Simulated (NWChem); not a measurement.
System: CH₆O₂Si₂; SMILES C1O[SiH2]O[SiH2]1

NWChem input:

```
start job
memory heap 200 mb stack 900 mb global 1100 mb
geometry units angstroms
  C     -0.359325    -1.468128    -0.245751
  O      0.825457    -0.887192    -0.769544
  Si     1.126942     0.677965    -0.458955
  O     -0.191396     1.079702     0.452144
  Si    -1.280638    -0.090042     0.734633
  H     -0.064314    -2.320415     0.372606
  H     -0.934300    -1.863009    -1.087924
  H      2.291209     0.828473     0.395731
  H      1.060385     1.475595    -1.670572
  H     -2.539579     0.290192     0.108608
  H     -1.313718    -0.354321     2.166580
end
basis spherical
  * library 6-31g*
end
dft
  xc b3lyp
  iterations 150
end
driver
  maxiter 120
end
task dft optimize
task dft freq
```

Output (shortened):

```
             Northwest Computational Chemistry Package (NWChem) 7.3.0
             --------------------------------------------------------

 CS  symmetry detected

                             Geometry "geometry" -> ""
                             -------------------------

 Output coordinates in angstroms (scale by  1.889725989 to convert to a.u.)

  No.       Tag          Charge          X              Y              Z
 ---- ---------------- ---------- -------------- -------------- --------------
    1 C                    6.0000    -1.42424237     0.50713467     0.00000000
    2 O                    8.0000    -1.13037677    -0.88182074     0.00000000
    3 Si                  14.0000     0.42537657    -1.34733843     0.00000000
    4 O                    8.0000     1.19361247     0.11530394     0.00000000
    5 Si                  14.0000     0.25924779     1.44252353     0.00000000
    6 H                    1.0000    -2.03882816     0.71512428     0.88023346
    7 H                    1.0000    -2.03882816     0.71512428    -0.88023346
    8 H                    1.0000     0.77566184    -2.00698485     1.24532151
    9 H                    1.0000     0.77566184    -2.00698485    -1.24532151
   10 H                    1.0000     0.49058009     2.17022807    -1.24030046
   11 H                    1.0000     0.49058009     2.17022807     1.24030046

 Effective nuclear repulsion energy (a.u.)     318.6393289270

      Symmetry information
      --------------------

 Group name             Cs
 Group number              2
 Group order               2
 No. of unique centers     8

                                Z-matrix (autoz)
                                --------

 Units are Angstrom for bonds and degrees for angles

[...]

      ----------------------
      Optimization converged
      ----------------------

  Step       Energy      Delta E   Gmax     Grms     Xrms     Xmax
  ---- ---------------- -------- -------- -------- -------- --------
@    6    -771.24236691 -1.8D-07  0.00005  0.00001  0.00022  0.00046
                                     ok       ok       ok       ok

                                Z-matrix (autoz)
                                --------

 Units are Angstrom for bonds and degrees for angles

[...]

 Rotational Constants
 --------------------
 A=   0.174528 cm-1  (  0.251101 K)
 B=   0.109158 cm-1  (  0.157050 K)
 C=   0.071419 cm-1  (  0.102753 K)

 Temperature                      =   298.15K
 frequency scaling parameter      =   1.0000

 Zero-Point correction to Energy  =   45.275 kcal/mol  (  0.072150 au)
 Thermal correction to Energy     =   48.620 kcal/mol  (  0.077481 au)
 Thermal correction to Enthalpy   =   49.212 kcal/mol  (  0.078424 au)

 Total Entropy                    =   74.674 cal/mol-K
   - Translational                =   39.874 cal/mol-K (mol. weight = 105.9906)
   - Rotational                   =   26.563 cal/mol-K (symmetry #  =        1)
   - Vibrational                  =    8.238 cal/mol-K

 Cv (constant volume heat capacity) =   20.309 cal/mol-K
   - Translational                  =    2.979 cal/mol-K
   - Rotational                     =    2.979 cal/mol-K
   - Vibrational                    =   14.350 cal/mol-K

[normal modes left out]

 ----------------------------------------------------------------------------
 Normal Eigenvalue ||           Projected Infra Red Intensities
  Mode   [cm**-1]  || [atomic units] [(debye/angs)**2] [(KM/mol)] [arbitrary]
 ------ ---------- || -------------- ----------------- ---------- -----------
    1       -7.232 ||    0.005431           0.125         5.295       0.768
    2       -0.000 ||    0.000193           0.004         0.188       0.027
    3       -0.000 ||    0.000125           0.003         0.122       0.018
    4        0.000 ||    0.000000           0.000         0.000       0.000
    5        0.000 ||    0.000184           0.004         0.180       0.026
    6        0.000 ||    0.000009           0.000         0.009       0.001
    7        0.000 ||    0.000376           0.009         0.367       0.053
    8      113.671 ||    0.001425           0.033         1.389       0.202
    9      429.391 ||    0.005286           0.122         5.153       0.748
   10      452.625 ||    0.020465           0.472        19.951       2.894
   11      506.469 ||    0.013451           0.310        13.113       1.902
   12      652.833 ||    0.001314           0.030         1.281       0.186
   13      656.955 ||    0.001919           0.044         1.871       0.271
   14      694.719 ||    0.000568           0.013         0.554       0.080
   15      708.252 ||    0.003846           0.089         3.749       0.544
   16      716.835 ||    0.116806           2.695       113.868      16.517
   17      759.466 ||    0.012446           0.287        12.133       1.760
   18      824.572 ||    0.091859           2.119        89.549      12.989
   19      863.751 ||    0.042532           0.981        41.463       6.014
   20      963.477 ||    0.242382           5.592       236.286      34.274
   21      979.993 ||    0.302627           6.982       295.016      42.793
   22     1000.964 ||    0.327323           7.552       319.091      46.285
   23     1037.671 ||    0.149882           3.458       146.113      21.194
   24     1065.003 ||    0.185001           4.268       180.348      26.160
   25     1236.790 ||    0.000802           0.019         0.782       0.113
   26     1320.398 ||    0.002381           0.055         2.321       0.337
   27     1514.449 ||    0.001955           0.045         1.906       0.276
   28     2253.524 ||    0.211215           4.873       205.903      29.867
   29     2257.580 ||    0.135890           3.135       132.472      19.215
   30     2269.345 ||    0.281634           6.498       274.551      39.824
   31     2274.358 ||    0.107008           2.469       104.317      15.131
   32     3046.186 ||    0.043549           1.005        42.453       6.158
   33     3086.192 ||    0.023845           0.550        23.245       3.372
 ----------------------------------------------------------------------------

 ===============================================================================
      Negative Nuclear Hessian Mode    1  Eigenvalue =     -7.23 cm**(-1)
 -------------------------------------------------------------------------------
   Raw step length:  0.324 angstroms ;  The Raw step for this mode is:
    1 C                    6.0000     0.00000003     0.00000000    -0.06611183
    2 O                    8.0000    -0.00000001    -0.00000000     0.08617309
    3 Si                  14.0000     0.00000000    -0.00000000    -0.01969627
    4 O                    8.0000    -0.00000001    -0.00000000    -0.00278654
    5 Si                  14.0000    -0.00000001    -0.00000000     0.01224226
    6 H                    1.0000    -0.08420525     0.06817000    -0.14288576
    7 H                    1.0000     0.08420540    -0.06816988    -0.14288577
    8 H                    1.0000     0.03837755    -0.05655088    -0.06844490
    9 H                    1.0000    -0.03837759     0.05655087    -0.06844491
   10 H                    1.0000     0.03271390     0.04116447     0.04668006
   11 H                    1.0000    -0.03271408    -0.04116444     0.04668006

  Geometry after  100.0% step for mode  1; Step length =  0.324 angstroms
   Maximum component (any atom: x,y, or z) displacement:  0.270
    1 C                    6.0000    -1.44299245     0.51704302    -0.06611183
    2 O                    8.0000    -1.14991571    -0.89883156     0.08617309
    3 Si                  14.0000     0.45389717    -1.35555664    -0.01969627
    4 O                    8.0000     1.25994672     0.10891138    -0.00278654
    5 Si                  14.0000     0.24904237     1.44446350     0.01224226
    6 H                    1.0000    -2.13566639     0.81425059     0.74052705
    7 H                    1.0000    -1.96725574     0.67791070    -1.02629858
    8 H                    1.0000     0.82963879    -2.19568837     1.14556057
    9 H                    1.0000     0.75288365    -2.08258663    -1.28245038
   10 H                    1.0000     0.49714738     2.32247550    -1.16276602
   11 H                    1.0000     0.43171940     2.24014659     1.25612614

  Geometry after -100.0% step for mode  1; Step length =  0.324 angstroms
   Maximum component (any atom: x,y, or z) displacement:  0.270
    1 C                    6.0000    -1.44299251     0.51704301     0.06611183
    2 O                    8.0000    -1.14991570    -0.89883156    -0.08617309
    3 Si                  14.0000     0.45389717    -1.35555663     0.01969627
    4 O                    8.0000     1.25994674     0.10891138     0.00278654
    5 Si                  14.0000     0.24904238     1.44446351    -0.01224226
    6 H                    1.0000    -1.96725589     0.67791058     1.02629857
    7 H                    1.0000    -2.13566654     0.81425047    -0.74052704
    8 H                    1.0000     0.75288368    -2.08258661     1.28245037
    9 H                    1.0000     0.82963882    -2.19568836    -1.14556056
   10 H                    1.0000     0.43171958     2.24014657    -1.25612615
   11 H                    1.0000     0.49714756     2.32247548     1.16276603

  Geometry after   50.0% step for mode  1; Step length =  0.162 angstroms
   Maximum component (any atom: x,y, or z) displacement:  0.135
    1 C                    6.0000    -1.44299247     0.51704302    -0.03305591
    2 O                    8.0000    -1.14991571    -0.89883156     0.04308654
    3 Si                  14.0000     0.45389717    -1.35555663    -0.00984814
    4 O                    8.0000     1.25994673     0.10891138    -0.00139327
    5 Si                  14.0000     0.24904237     1.44446350     0.00612113
    6 H                    1.0000    -2.09356377     0.78016559     0.81196993
    7 H                    1.0000    -2.00935844     0.71199564    -0.95485570
    8 H                    1.0000     0.81045001    -2.16741293     1.17978302
    9 H                    1.0000     0.77207244    -2.11086206    -1.24822792
   10 H                    1.0000     0.48079043     2.30189327    -1.18610605
   11 H                    1.0000     0.44807644     2.26072881     1.23278611

  Geometry after  -50.0% step for mode  1; Step length =  0.162 angstroms
   Maximum component (any atom: x,y, or z) displacement:  0.135
    1 C                    6.0000    -1.44299250     0.51704301     0.03305591
    2 O                    8.0000    -1.14991571    -0.89883156    -0.04308654
    3 Si                  14.0000     0.45389717    -1.35555663     0.00984814
    4 O                    8.0000     1.25994674     0.10891138     0.00139327
    5 Si                  14.0000     0.24904238     1.44446350    -0.00612113
    6 H                    1.0000    -2.00935852     0.71199559     0.95485569
    7 H                    1.0000    -2.09356384     0.78016553    -0.81196992
    8 H                    1.0000     0.77207246    -2.11086205     1.24822792
    9 H                    1.0000     0.81045003    -2.16741292    -1.17978301
   10 H                    1.0000     0.44807653     2.26072880    -1.23278611
   11 H                    1.0000     0.48079052     2.30189326     1.18610605

  Geometry after   74.1% step for mode  1; Step length =  0.240 angstroms
   Maximum component (any atom: x,y, or z) displacement:  0.200
    1 C                    6.0000    -1.44299246     0.51704302    -0.04896901
    2 O                    8.0000    -1.14991571    -0.89883156     0.06382838
    3 Si                  14.0000     0.45389717    -1.35555663    -0.01458902
    4 O                    8.0000     1.25994673     0.10891138    -0.00206399
    5 Si                  14.0000     0.24904237     1.44446350     0.00906784
    6 H                    1.0000    -2.11383194     0.79657409     0.77757737
    7 H                    1.0000    -1.98909023     0.69558717    -0.98924826
    8 H                    1.0000     0.81968748    -2.18102471     1.16330835
    9 H                    1.0000     0.76283497    -2.09725028    -1.26470259
   10 H                    1.0000     0.48866465     2.31180154    -1.17487017
   11 H                    1.0000     0.44020217     2.25082054     1.24402199

  Geometry after  -74.1% step for mode  1; Step length =  0.240 angstroms
   Maximum component (any atom: x,y, or z) displacement:  0.200
    1 C                    6.0000    -1.44299250     0.51704301     0.04896901
    2 O                    8.0000    -1.14991570    -0.89883156    -0.06382838
    3 Si                  14.0000     0.45389717    -1.35555663     0.01458902
    4 O                    8.0000     1.25994674     0.10891138     0.00206399
    5 Si                  14.0000     0.24904238     1.44446350    -0.00906784
    6 H                    1.0000    -1.98909034     0.69558709     0.98924825
    7 H                    1.0000    -2.11383205     0.79657400    -0.77757736
    8 H                    1.0000     0.76283499    -2.09725027     1.26470258
    9 H                    1.0000     0.81968750    -2.18102470    -1.16330834
   10 H                    1.0000     0.44020230     2.25082053    -1.24402199
   11 H                    1.0000     0.48866479     2.31180152     1.17487018

  Geometry after   37.0% step for mode  1; Step length =  0.120 angstroms
   Maximum component (any atom: x,y, or z) displacement:  0.100
    1 C                    6.0000    -1.44299247     0.51704302    -0.02448451
    2 O                    8.0000    -1.14991571    -0.89883156     0.03191419
    3 Si                  14.0000     0.45389717    -1.35555663    -0.00729451
    4 O                    8.0000     1.25994673     0.10891138    -0.00103200
    5 Si                  14.0000     0.24904237     1.44446350     0.00453392
    6 H                    1.0000    -2.08264654     0.77132734     0.83049509
    7 H                    1.0000    -2.02027568     0.72083388    -0.93633054
    8 H                    1.0000     0.80547436    -2.16008110     1.18865691
    9 H                    1.0000     0.77704810    -2.11819389    -1.23935403
   10 H                    1.0000     0.47654907     2.29655629    -1.19215813
   11 H                    1.0000     0.45231782     2.26606579     1.22673404

  Geometry after  -37.0% step for mode  1; Step length =  0.120 angstroms
   Maximum component (any atom: x,y, or z) displacement:  0.100
    1 C                    6.0000    -1.44299249     0.51704301     0.02448451
    2 O                    8.0000    -1.14991571    -0.89883156    -0.03191419
    3 Si                  14.0000     0.45389717    -1.35555663     0.00729451
    4 O                    8.0000     1.25994674     0.10891138     0.00103200
    5 Si                  14.0000     0.24904238     1.44446350    -0.00453392
    6 H                    1.0000    -2.02027574     0.72083384     0.93633053
    7 H                    1.0000    -2.08264660     0.77132729    -0.83049509
    8 H                    1.0000     0.77704811    -2.11819388     1.23935403
    9 H                    1.0000     0.80547437    -2.16008110    -1.18865691
   10 H                    1.0000     0.45231789     2.26606578    -1.22673404
   11 H                    1.0000     0.47654913     2.29655628     1.19215813
```

Level: B3LYP/6-31G* (spherical d).
